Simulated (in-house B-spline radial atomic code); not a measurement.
Computed with a B-spline radial atomic code. Model: two electrons, singlet ground state, non-relativistic, full CI in B-splines with partial waves to l = 8 (at full coupling up to 3e-4 hartree above the limit, correlation up to 0.6 % small), density held at that of full coupling by Lieb maximisation.

Along the adiabatic connection the electron repulsion is scaled by a coupling λ while a local potential keeps the density fixed. At λ = 0 the system is the Kohn-Sham one and W equals the exchange energy; the exchange-correlation energy is the area under W between 0 and 1. The kinetic energy rises with λ as the electrons avoid each other, with dT/dλ = −λ dW/dλ.

Command:
```bash
python run_ac.py task.json out
```
Settings (lengths in bohr, energies in hartree):
```
potential              dot
strength               0.624
lmax                   8
second                 -1
```

Run time, properties included: 9.6 s on 1 thread of Intel(R) Xeon(R) Processor @ 2.30GHz, with other jobs on the host.

**W = mean repulsion less Hartree energy, and W of three functionals.**

Given: confinement charge in harmonic well; well frequency 0.624 hartree; nuclear charge -1; external potential omega^2 r^2/2 - Z/r.

Computed: LDA exchange minus exact 63.878 millihartree; SCAN exchange minus exact -5.2399 millihartree.

```
coupling  W xc (hartree)  W xc minus exchange (millihartree)  kinetic minus Kohn-Sham (millihartree)  LDA (PW92) W minus its exchange (millihartree)  PBE W minus its exchange (millihartree)  SCAN W minus its exchange (millihartree)
       0        -0.48293                                   0                                       0                                               0                                        0                                         0
    0.02               ?                                   ?                                       ?                                               ?                                        ?                                         ?
    0.05        -0.48857                               -5.64                                    0.14                                          -20.52                                    -9.03                                     -4.62
    0.12          -0.496                             -13.065                                    0.77                                          -37.91                                   -19.09                                    -10.63
    0.25        -0.50846                             -25.525                                    3.06                                          -60.88                                   -34.21                                    -20.73
     0.4        -0.52096                             -38.025                                    7.09                                          -80.55                                   -48.35                                    -31.05
     0.6        -0.53503                             -52.097                                   14.09                                          -100.8                                    -63.8                                    -43.04
     0.8        -0.54672                             -63.784                                   22.23                                         -116.88                                   -76.61                                    -53.43
       1               ?                                   ?                                       ?                                               ?                                        ?                                         ?
     1.4        -0.57195                             -89.013                                   49.38                                         -151.32                                   -105.3                                    -77.77
       2        -0.58818                             -105.24                                   76.65                                         -174.48                                  -125.37                                    -95.22
       3        -0.60523                              -122.3                                  118.54                                         -200.81                                  -148.75                                   -115.38
     4.5        -0.62004                              -137.1                                  173.02                                         -226.16                                  -171.71                                   -134.17
       7        -0.63355                             -150.62                                  248.93                                         -251.84                                  -195.34                                   -151.43
      10        -0.64274                              -159.8                                  325.87                                         -270.77                                  -212.93                                   -162.33
```

Question: What belongs in the row 0.02?

Answer: W xc (hartree): -0.48523; W xc minus exchange (millihartree): -2.291; kinetic minus Kohn-Sham (millihartree): 0.02; LDA (PW92) W minus its exchange (millihartree): -10.32; PBE W minus its exchange (millihartree): -3.95; SCAN W minus its exchange (millihartree): -1.89.

Question: What belongs in the row 1?

Answer: W xc (hartree): -0.55652; W xc minus exchange (millihartree): -73.588; kinetic minus Kohn-Sham (millihartree): 31.03; LDA (PW92) W minus its exchange (millihartree): -130.19; PBE W minus its exchange (millihartree): -87.51; SCAN W minus its exchange (millihartree): -62.54.

Question: What is the PBE exchange minus exact?

Answer: 14.279 millihartree.

**Energy parts, natural occupations and partial-wave weights.**

Computed: total energy 3.8630 hartree; exchange energy -0.48293 hartree; correlation energy -0.04256 hartree; kinetic part of the DFT correlation energy 0.031028 hartree; kinetic part over minus potential part 0.42164; Kohn-Sham kinetic 0.64296 hartree; Lieb Oxford ratio E_xc over LDA exchange 1.254.

```tsv
natural	occupation of the shell (electrons)
s	1.9308
p	0.066467
d	0.0013401
s	?
p	0.00015809
f	0.00015273
```

Question: What belongs in the row s?

Answer: occupation of the shell (electrons): 0.00099748.

```tsv
wave	weight
s	0.96589
p	0.033317
d	?
f	8.1869e-05
g	1.769e-05
```

Question: What belongs in the row d?

Answer: weight: 0.00068849.

Question: What is the Hartree energy?

Answer: 0.96587 hartree.

Question: What is the initial slope twice GL2?

Answer: -0.1157 hartree.

Half-way to full coupling W has made 61 % of its drop, against 50 % for a straight line, and second-order (GL2) theory, half the initial slope, overshoots the correlation energy by about 36 %: a marked bend. Over couplings 0 to 1 the errors in E_xc come to about +22 millihartree for LDA, +4.1 millihartree for PBE, +1.9 millihartree for SCAN, so SCAN is nearest. In LDA and PBE and SCAN the errors of exchange and correlation have opposite signs, so the sum is smaller than the larger of the two.
